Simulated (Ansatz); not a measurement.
C4H12O6Si4⁻, that is (MeSi)4O6 adamantane with one electron more. The state is a doublet with charge -1. Geometry r2SCAN-D4/def2-SVP, that of the neutral singlet; atoms count from 1.

```tsv
atom	x (Å)	y (Å)	z (Å)
Si1	-0.1607	0.4059	1.6987
C2	-0.3288	0.8307	3.4737
O3	1.4053	0.5781	1.1203
Si4	1.6684	0.2144	-0.4970
C5	3.4118	0.4383	-1.0164
O6	0.5921	1.1785	-1.3508
Si7	-1.0332	1.0497	-0.9523
C8	-2.1130	2.1463	-1.9478
O9	-1.1130	1.3569	0.6958
O10	-1.4052	-0.5782	-1.1203
Si11	-0.4743	-1.6700	-0.2495
C12	-0.9701	-3.4153	-0.5096
O13	-0.5920	-1.1783	1.3509
O14	1.1130	-1.3568	-0.6959
H15	-1.3707	0.7000	3.8030
H16	-0.0367	1.8773	3.6474
H17	0.3150	0.1823	4.0868
H18	4.0696	-0.2455	-0.4589
H19	3.7400	1.4712	-0.8257
H20	3.5223	0.2298	-2.0912
H21	-1.8400	3.2006	-1.7902
H22	-3.1666	2.0119	-1.6603
H23	-2.0114	1.9159	-3.0190
H24	-2.0144	-3.5684	-0.1983
H25	-0.3284	-4.0886	0.0786
H26	-0.8792	-3.6866	-1.5721
```

The highest occupied level of the charge -1 doublet lies above zero (up to 3.72 eV). By energy differences it is unbound by 2.50 eV (vertical, to the charge 0 singlet, at PBE0-D4/def2-SVP) and held by the finite basis.

(1) Estimate the Mulliken populations from the PBE0/def2-SVP orbitals of Ansatz.

(2) Where does the spin sit?

(3) And the Mayer bond orders between bonded heavy atoms (over 0.3)?

## Answers

(1) 
```
atom  charge (e)  spin (α − β)
 Si1        0.78          0.17
  C2       -0.14         -0.11
  O3       -0.59         -0.01
 Si4        0.79          0.17
  C5       -0.14         -0.11
  O6       -0.59         -0.01
 Si7        0.78          0.17
  C8       -0.14         -0.11
  O9       -0.59         -0.01
 O10       -0.59         -0.01
Si11        0.78          0.17
 C12       -0.14         -0.11
 O13       -0.59         -0.01
 O14       -0.59         -0.01
 H15        0.00          0.07
 H16        0.00          0.07
 H17        0.00          0.07
 H18        0.00          0.07
 H19        0.00          0.07
 H20        0.00          0.07
 H21        0.00          0.07
 H22        0.00          0.07
 H23        0.00          0.07
 H24        0.00          0.07
 H25        0.00          0.07
 H26        0.00          0.07
```
Mulliken values and Mayer orders depend strongly on the basis.

(2) Summed by element: Si 0.67, C -0.46, O -0.08, H 0.87, of 1 unpaired in all. Largest on single atoms: Si11 0.17, Si7 0.17, Si1 0.17.

(3) Si1–C2 0.92 (1.83 Å); Si1–O3 1.00 (1.68 Å); Si1–O9 1.00 (1.68 Å); Si1–O13 1.00 (1.68 Å); O3–Si4 1.00 (1.68 Å); Si4–C5 0.92 (1.83 Å); Si4–O6 1.00 (1.68 Å); Si4–O14 1.00 (1.68 Å); O6–Si7 1.00 (1.68 Å); Si7–C8 0.92 (1.83 Å); Si7–O9 1.00 (1.68 Å); Si7–O10 1.00 (1.68 Å); O10–Si11 1.00 (1.68 Å); Si11–C12 0.92 (1.83 Å); Si11–O13 1.00 (1.68 Å); Si11–O14 1.00 (1.68 Å).
